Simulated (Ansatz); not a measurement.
`F[SiH]([SiH3])Cl` + `[SiH3][S][GeH3]` → `F[SiH](Cl)[S][GeH3]` + disilane at 700 K and 1 bar (redistribution).

Isolated molecules relaxed with PBE0-D4/def2-TZVP in Ansatz; ΔE leaves out vibrations. CCSD(T)/CBS is the MP2 limit (def2-TZVPP, def2-QZVPP) plus CCSD(T) − MP2 in def2-TZVPP, frozen cores. For Ge outer-core shells are correlated without core-valence functions, which leaves a few kJ/mol of doubt a bond. Scalar relativity is left out up to krypton. One conformer a species, not always the lowest.

```
              species  CCSD(T)/CBS energy (Eh)  H − E (kJ/mol)  S (J/(mol·K))
   `F[SiH]([SiH3])Cl`              -1140.23962           170.5          447.7
    `[SiH3][S][GeH3]`              -2766.60510           204.4          460.0
`F[SiH](Cl)[S][GeH3]`              -3325.10853           187.9          514.3
       `[SiH3][SiH3]`               -581.74359           186.9          363.0
```

H − E and S are ideal-gas, rigid-rotor, harmonic terms from PBE0-D4/def2-TZVP, for one conformer and one mirror image of each species. 1 Eh = 2625.50 kJ/mol, R = 8.31446 J/(mol·K).

Problem. By hand: ΔE, ΔH, ΔS and ΔG.

Solution. ΔE = (-3325.10853) + (-581.74359) − (-1140.23962) − (-2766.60510) = -0.00740 Eh = -19.4 kJ/mol. Δ(H − E) = 187.9 + 186.9 − 170.5 − 204.4 = -0.1, so ΔH = -19.5 kJ/mol. ΔS = 514.3 + 363.0 − 447.7 − 460.0 = -30.4 J/(mol·K). ΔG = -19.5 − 700 × (-30.4)/1000 = 1.8 kJ/mol.

Problem. By hand: the equilibrium constant, and the temperature at which ΔG would vanish if ΔH and ΔS stayed fixed.

Solution. log₁₀ K = −ΔG/(RT ln 10) = -0.1. ΔG = 0 at ΔH/ΔS = 641 K.

TΔS isn't small against ΔH here. The sign of ΔG lies within the doubt. A doubt of 5 kJ/mol in ΔE shifts log₁₀ K by 0.4 here. Other conformers and mirror images would add mixing entropy, several J/(mol·K) or more a flexible species. Modes under 60 cm⁻¹, often nearly free rotors, make the harmonic entropy too high. These are equilibria of isolated gas molecules and say nothing of rates. Largest T1 diagnostic: 0.013 (customary marks: 0.02 for closed shells, 0.045 for open ones).
